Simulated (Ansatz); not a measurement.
Frontier orbitals of `C=[C]([SiH3])[InH2]`.

```csv
atom,x (Å),y (Å),z (Å)
C1,-0.310,-1.556,-0.268
C2,-0.083,-0.255,-0.055
Si3,1.557,0.329,0.584
In4,-1.703,1.095,-0.491
H5,-1.259,-1.941,-0.642
H6,0.448,-2.320,-0.078
H7,1.381,1.056,1.873
H8,2.176,1.285,-0.376
H9,2.490,-0.815,0.798
H10,-3.138,0.324,-1.070
H11,-1.559,2.797,-0.274
```

The species carries charge 0 and has multiplicity 1. Correlated methods include outer-core shells of In, which these sets cover unevenly. In: def2 effective core potential. The geometry is a stationary point of PBE0-D4/def2-TZVP. Basis def2-TZVPP, the Gaussian-basis code of Ansatz.

```json
{"functional": "LDA (SPW92)", "HOMO (eV)": "-6.31", "LUMO (eV)": "-2.95", "gap (eV)": "3.36"}
{"functional": "PBE", "HOMO (eV)": "-6.19", "LUMO (eV)": "-2.69", "gap (eV)": "3.50"}
{"functional": "BLYP", "HOMO (eV)": "-6.07", "LUMO (eV)": "-2.63", "gap (eV)": "3.44"}
{"functional": "B97M-V", "HOMO (eV)": "-6.50", "LUMO (eV)": "-2.68", "gap (eV)": "3.82"}
{"functional": "PBE0", "HOMO (eV)": "-7.29", "LUMO (eV)": "-1.90", "gap (eV)": "5.39"}
{"functional": "B3LYP", "HOMO (eV)": "-7.11", "LUMO (eV)": "-2.17", "gap (eV)": "4.94"}
{"functional": "HSE06 (plane-wave form)", "HOMO (eV)": "-6.90", "LUMO (eV)": "-2.27", "gap (eV)": "4.63"}
{"functional": "ωB97M-V", "HOMO (eV)": "-9.40", "LUMO (eV)": "-0.35", "gap (eV)": "9.05"}
```

Against PBE, PBE0 changes HOMO and LUMO by −1.10 and +0.78 eV, ωB97M-V by −3.21 and +2.34 eV. A gap of 3.50 eV thus becomes 9.05 eV for the same molecule, so an orbital gap means little without its functional.

B3LYP here is the variant with VWN-RPA as its local correlation; programs differ in this.
